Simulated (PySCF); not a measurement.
C2H6Se.

```xyz
9

C      1.4637     0.0000     0.8255
Se     0.0000     0.0000    -0.4777
C     -1.4637     0.0000     0.8255
H      1.4253    -0.9075     1.4588
H      2.4092     0.0000     0.2506
H      1.4253     0.9075     1.4588
H     -1.4253    -0.9075     1.4588
H     -2.4092     0.0000     0.2506
H     -1.4253     0.9075     1.4588
```

Geometry optimised at PBE-D3(BJ)/def2-SVP.

Calculation: PySCF with B3LYP/pcSseg-1. Non-relativistic, no solvent.

Computed absolute GIAO shielding of each atom: isotropic value and principal components (ppm):
```
atom  σ(iso)     σ11     σ22     σ33   span
----  ------  ------  ------  ------  -----
C1     159.1   141.8   156.5   179.0   37.2
Se2   1629.5  1348.9  1434.8  2104.9  756.0
C3     159.1   141.8   156.5   179.0   37.2
H4      29.2    23.8    26.9    37.0   13.2
H5      29.6    24.4    26.3    38.0   13.7
H6      29.2    23.8    26.9    37.0   13.2
H7      29.2    23.8    26.9    37.0   13.2
H8      29.6    24.4    26.3    38.0   13.7
H9      29.2    23.8    26.9    37.0   13.2
```
